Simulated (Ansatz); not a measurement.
`[OH][AlH2]` + `OCCBF` → `FBC[CH2][AlH2]` + `OO`  (formal exchange of groups at the Al–O bond)

Calculated with Ansatz (gas phase, PBE0-D4/def2-TZVP geometries, no zero-point term in ΔE). CBS: MP2 limit from def2 TZ/QZ plus the TZ coupled-cluster correction, frozen cores. This one scheme is used for every species. Functionals use def2-TZVPP. B3LYP here is the variant with VWN-RPA as its local correlation; programs differ in this. One conformer a species, not always the lowest.

`[OH][AlH2]`:

Cartesian coordinates in Å:
```
O 0.093 -0.484 -1.112
Al 0.062 0.017 0.507
H -0.273 0.031 -1.829
H -0.599 1.407 0.887
H 0.717 -0.970 1.548
```

`OCCBF`:

Cartesian coordinates in Å:
```
O -1.420 -0.949 -0.664
C -0.691 -0.719 0.523
C 0.074 0.597 0.493
B 1.145 0.754 -0.624
F 1.337 -0.226 -1.507
H -0.792 -1.137 -1.366
H -1.428 -0.712 1.328
H -0.002 -1.550 0.725
H 0.568 0.781 1.458
H -0.630 1.436 0.390
H 1.839 1.724 -0.756
```

`FBC[CH2][AlH2]`:

Cartesian coordinates in Å:
```
F -0.308 0.884 2.628
B 0.457 0.116 1.859
C -0.127 -0.507 0.568
C 0.297 0.636 -0.436
Al -0.530 -0.185 -1.991
H 1.617 0.027 2.155
H 0.341 -1.458 0.295
H -1.215 -0.630 0.606
H 1.385 0.730 -0.474
H -0.131 1.594 -0.135
H 0.270 -1.316 -2.767
H -2.057 0.109 -2.307
```

`OO`:

Cartesian coordinates in Å:
```
O 0.454 -0.263 0.548
O -0.685 -0.131 -0.299
H 0.513 0.626 0.920
H -0.282 -0.232 -1.169
```

| level | ΔE (kJ/mol) | difference from CCSD(T)/CBS |
| --- | --- | --- |
| PBE-D4 | 384.6 | -36.8 |
| r2SCAN-D4 | 407.8 | -13.6 |
| B3LYP-D4 | 411.6 | -9.8 |
| ωB97X-V | 413.4 | -8.0 |
| B2PLYP | 422.8 | 1.4 |
| PBE | 386.6 | -34.8 |
| r2SCAN | 408.4 | -13.0 |
| B3LYP | 414.9 | -6.5 |
| HF/def2-TZVPP | 459.2 | 37.8 |
| SCS-MP2/def2-TZVPP | 428.8 | 7.4 |
| CCSD/def2-TZVPP | 425.0 | 3.6 |
| CCSD(T)/def2-TZVPP | 416.9 | -4.5 |
| HF/def2-QZVPP | 461.3 | 39.9 |
| SCS-MP2/def2-QZVPP | 432.4 | 11.0 |
| HF/CBS(def2) | 461.6 | 40.2 |
| MP2/CBS(def2) | 436.7 | 15.3 |
| CCSD(T)/CBS | 421.4 | 0 |

Largest T1 diagnostic among the species: 0.012.

The D4 term adds −3.3 kJ/mol with B3LYP and −1.8 kJ/mol with PBE0; it sums over pairs of atoms, weighted by their polarisabilities, and B3LYP, whose exchange is more repulsive, gets the larger term. From PBE to PBE0 (25 % exact exchange), in def2-TZVPP and without D4, ΔE moves by +18.5 kJ/mol.
